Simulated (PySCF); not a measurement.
**Simulated characterisation data**

Non-relativistic Hamiltonian, gas phase, one computed conformer, fast rotation and ring inversion assumed for equivalent nuclei. PBE0/pcSseg-1 with gauge-including orbitals; GFN2-xTB structure; PySCF.

Chemical shifts δ = σref − σ; 1H and 13C vs TMS, all at this level. Where no couplings were computed, multiplicities follow the n + 1 count of equivalent neighbours, and m marks all less simple cases (inequivalent or close neighbours, rings, F or P nearby). Shifts are as computed. Against solution values, carbons near 30 ppm lie about +3 ppm off and those near 130 ppm about +5 ppm. Of 1211 compounds with measured shifts, 218 miss one by over three times the rms of a fit or turn the order of signals round; such compounds aren't used in these exercises.

Compound 1 (C₇H₉N). 1H NMR (600 MHz, computed): δ 5.69 (q, 1H), 3.16 (m, 1H), 3.14 (m, 1H), 3.12 (m, 1H), 3.10 (m, 1H), 2.81 (m, 1H), 1.72 (d, 3H). 13C{1H} NMR (computed): δ 138.4, 129.9, 127.8, 37.7, 35.8, 16.8, 15.5. Structure: `C1C(=CC)CC1C#N`.

Compound 2 (C₅H₁₁NSi). 1H NMR (600 MHz, computed): δ 6.89 (m, 1H), 5.81 (m, 1H), 5.80 (m, 1H), 4.10 (q, 2H), 3.80 (t, 3H), 2.21 (s, 3H). 13C{1H} NMR (computed): δ 165.1 (C), 130.5 (CH), 127.6 (CH2), 39.2 (CH2), 27.1 (CH3). Structure: `InChI=1S/C5H11NSi/c1-3-5(2)6-4-7/h3H,1,4H2,2,7H3/b6-5-`.
